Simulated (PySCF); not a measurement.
Job file and geometry (Å, from GFN2-xTB) of an NMR shielding run on SMILES C#C/C=C\[CH2][Al@@H-]([NH3+])[NH]C, C6H13AlN2, PySCF 2.14.0, density-fitted response routines, GIAO PBE0/pcSseg-1 NMR shielding, non-relativistic, gas phase; density fitting, a coarse starting grid and PySCF grid level 2 are the driver's defaults:

```
$ OMP_NUM_THREADS=1 python probes_run.py task.json out

{"job": {"kind": "nmr", "xc": "PBE0", "basis": "pcSseg-1"}, "charge": 0, "multiplicity": 1}
C      3.182081    -0.965748    -1.181674
C      2.634857    -1.144334    -0.120882
C      1.917641    -1.343739     1.069627
C      1.214000    -0.373862     1.683646
C      1.027048     0.996923     1.207764
Al    -0.575611     1.163278    -0.059658
N      0.098535    -0.096729    -1.557801
N     -2.106636     0.369315     0.454436
C     -3.349424     0.174614    -0.277873
H      3.733189    -0.811770    -2.061498
H      1.965073    -2.342732     1.482666
H      0.700419    -0.641707     2.599035
H      1.893970     1.336459     0.626906
H      0.906230     1.681889     2.052110
H     -0.626531     2.485330    -0.865196
H     -0.462405    -0.945789    -1.573665
H      1.075771    -0.375306    -1.379355
H      0.049644     0.331963    -2.478707
H     -2.256361     0.143818     1.433976
H     -3.678860    -0.872499    -0.251865
H     -4.164884     0.792515     0.114770
H     -3.188156     0.457496    -1.318397
```

Question: Write the output of this run.

Answer: 
```
coarse grid: 18328 points
cycle   1  E = -587.6364355551  dE =  8.484e-01  |g| = 6.358e-01  |ddm| = 4.247e+00
cycle   2  E = -587.5909984090  dE =  4.544e-02  |g| = 7.884e-01  |ddm| = 1.396e+00
cycle   3  E = -587.7347745957  dE = -1.438e-01  |g| = 1.306e-01  |ddm| = 8.329e-01
cycle   4  E = -587.7381448782  dE = -3.370e-03  |g| = 4.650e-02  |ddm| = 1.340e-01
cycle   5  E = -587.7385317424  dE = -3.869e-04  |g| = 2.518e-02  |ddm| = 5.243e-02
cycle   6  E = -587.7386881932  dE = -1.565e-04  |g| = 6.548e-03  |ddm| = 2.239e-02
cycle   7  E = -587.7386981156  dE = -9.922e-06  |g| = 1.428e-03  |ddm| = 6.479e-03
final grid: 170960 points
cycle   8  E = -587.7867981627  dE = -4.731e-05  |g| = 9.897e-03  |ddm| = 4.690e-02
cycle   9  E = -587.7867856090  dE =  1.255e-05  |g| = 1.252e-02  |ddm| = 1.835e-02
cycle  10  E = -587.7868203811  dE = -3.477e-05  |g| = 1.974e-03  |ddm| = 1.030e-02
cycle  11  E = -587.7868212628  dE = -8.817e-07  |g| = 5.537e-04  |ddm| = 1.715e-03
cycle  12  E = -587.7868213335  dE = -7.070e-08  |g| = 1.831e-04  |ddm| = 5.273e-04
cycle  13  E = -587.7868213410  dE = -7.532e-09  |g| = 4.553e-05  |ddm| = 1.716e-04
cycle  14  E = -587.7868213415  dE = -4.211e-10  |g| = 1.409e-05  |ddm| = 5.095e-05
converged SCF energy = -587.7868213415

GIAO shielding tensors (ppm)
atom      isotropic    diamagn.    paramagn.     s11        s22        s33       span
  0 C       98.008     260.329    -162.321     34.958     66.195    192.872    157.914
  1 C       91.701     259.496    -167.794    -12.654      3.364    284.394    297.048
  2 C       92.572     257.159    -164.587      5.679    116.248    155.790    150.111
  3 C       15.221     256.327    -241.106   -128.219      9.130    164.751    292.970
  4 C      158.518     254.638     -96.120    125.176    173.059    177.320     52.144
  5 Al     427.484     798.091    -370.607    390.675    432.831    458.946     68.271
  6 N      222.749     322.311     -99.562    214.962    219.561    233.724     18.763
  7 N      246.003     324.273     -78.270    225.853    241.750    270.405     44.552
  8 C      152.740     239.491     -86.751    126.663    146.374    185.183     58.520
  9 H       28.696      34.168      -5.472     24.698     25.467     35.924     11.226
 10 H       26.713      29.110      -2.397     23.066     27.474     29.600      6.534
 11 H       24.554      32.102      -7.548     21.262     24.702     27.698      6.436
 12 H       29.406      32.842      -3.436     25.578     29.857     32.783      7.204
 13 H       29.997      30.978      -0.982     26.744     27.557     35.689      8.945
 14 H       27.555      31.623      -4.067     24.279     25.582     32.804      8.526
 15 H       29.740      34.357      -4.617     25.434     26.011     37.777     12.343
 16 H       25.586      34.041      -8.455     15.316     18.574     42.869     27.554
 17 H       29.953      32.423      -2.470     24.493     25.623     39.743     15.250
 18 H       31.933      34.907      -2.974     22.752     32.096     40.950     18.198
 19 H       28.742      28.134       0.608     23.385     26.802     36.038     12.653
 20 H       28.537      25.969       2.568     22.887     26.264     36.461     13.574
 21 H       29.215      29.109       0.106     24.946     28.008     34.691      9.746
```

Size and cost of the density-fitted run: 225 basis functions, 94 s wall time on 1 thread of an Arm Neoverse N1, shared host; peak memory 1.1 GiB.
